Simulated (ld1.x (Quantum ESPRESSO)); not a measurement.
# O, TM: configuration errors across variants

```
Element                 : oxygen (O)
Generator               : ld1.x (Quantum ESPRESSO) 7.5
Type                    : norm-conserving Troullier–Martins (Kleinman–Bylander form)
Functional              : PBE
Relativity              : scalar-relativistic
Frozen core             : [He]
Valence charge          : 6
Reference configuration : 2s2 2p3 (charge +1)
Partial waves           : 2p (bound): rc 1.20 bohr; 2s (bound): rc 0.85 bohr
Local potential         : the s channel
Core correction         : a·sin(br)/r model core, default radius (core density twice the valence density)
```

All-electron excitation energies from the reference (eV): (1) 2s2 2p4 -16.431; (2) 2s2 2p2 33.586; (3) 2s2 2p1 87.455; (4) 2s0 2p6 13.506; (5) 2s2 2p3.5 -10.145; (6) 2s1 2p5 -1.481; (7) 2s2 2p0 164.360.

Errors AE − PS in meV (a dash: test not solved or not reliable):

```csv
change,(1),(2),(3),(4),(5),(6),(7),bound ghosts
base,+5.9,+27,+211,+92,+2.6,+37,+819,none
wave 2s (bound): rc 0.85 bohr becomes 2s (bound): rc 0.54 bohr,+6.9,+30,+228,+124,+3.0,+48,+864,none
wave 2s (bound): rc 0.85 bohr becomes 2s (bound): rc 0.64 bohr,+5.7,+27,+209,+95,+2.6,+38,+812,none
wave 2s (bound): rc 0.85 bohr becomes 2s (bound): rc 0.88 bohr,+6.2,+28,+215,+95,+2.7,+38,+831,none
wave 2s (bound): rc 0.85 bohr becomes 2s (bound): rc 0.98 bohr,–,+32,+239,+112,+3.4,+46,+902,none
wave 2s (bound): rc 0.85 bohr becomes 2s (bound): rc 1.06 bohr,+12,+40,+277,+133,+4.5,+56,+1007,none
wave 2s (bound): rc 0.85 bohr becomes 2s (bound): rc 1.14 bohr,+14,+45,+301,+145,+5.2,+63,+1074,none
wave 2s (bound): rc 0.85 bohr becomes 2s (bound): rc 1.24 bohr,+20,+56,+359,+169,+7.1,+77,+1226,none
```

Problem. Give the same row for: wave 2s (bound): rc 0.85 bohr becomes 2s (bound): rc 0.78 bohr.

Solution. +5.2, +25, +202, +84, +2.4, +33, +791; bound ghosts: none.
